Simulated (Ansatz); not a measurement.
The cluster V2O7H4⁻. The state is a doublet with charge -1. Geometry PBE-D4/def2-SVP, that of the neutral singlet; atoms count from 1.

Cartesian coordinates in Å:
```
V 0.096 -1.513 1.289
V -0.430 0.620 -0.295
O 0.990 -0.144 0.351
O -0.072 -1.182 2.823
O 0.659 -3.199 1.098
O -1.442 -0.460 0.424
O 1.159 1.604 -1.607
O -0.895 2.242 0.191
O -0.625 -3.034 0.528
H -1.618 2.393 0.831
H 1.065 1.294 -2.529
H -0.856 0.214 -1.826
H 1.970 1.165 -1.277
```

The structure holds one bond between oxygen atoms, so isomers without such links may lie far lower. The highest occupied level of the charge -1 doublet lies above zero (up to 0.74 eV). By energy differences its removal costs 1.92 eV (vertical, to the charge 0 singlet, at PBE-D4/def2-TZVPD); a positive level beside a positive removal energy at the same level points to self-interaction error. The structure comes from a short search, and lower isomers may exist.

Estimate the Mulliken populations from the PBE/def2-TZVPD orbitals of Ansatz.


```tsv
atom	charge (e)	spin (α − β)	d electrons
V1	1.67	0.50	3.41
V2	1.32	0.56	3.23
O3	-1.04	0.01	–
O4	-0.81	-0.02	–
O5	-0.47	-0.01	–
O6	-0.79	-0.01	–
O7	-0.51	-0.01	–
O8	-0.77	-0.02	–
O9	-0.45	0.01	–
H10	0.23	0.00	–
H11	0.31	0.00	–
H12	-0.01	-0.03	–
H13	0.31	0.01	–
```
Mulliken values and Mayer orders depend strongly on the basis. With diffuse functions, as here, like atoms can get unlike values, and bond orders can come out too low or too high.

Where does the spin sit?

Summed by element: V 1.07, O -0.05, H -0.02, of 1 unpaired in all. Largest on single atoms: V2 0.56, V1 0.50, H12 -0.03.

And the Mayer bond orders between bonded heavy atoms (over 0.3)?

V1–V2 0.31 (2.71 Å); V1–O3 0.43 (1.88 Å); V1–O4 1.69 (1.58 Å); V1–O5 0.76 (1.79 Å); V1–O6 0.38 (2.06 Å); V1–O9 0.70 (1.85 Å); V2–O3 0.79 (1.74 Å); V2–O6 1.26 (1.65 Å); V2–O8 0.68 (1.76 Å); O5–O9 0.69 (1.41 Å).
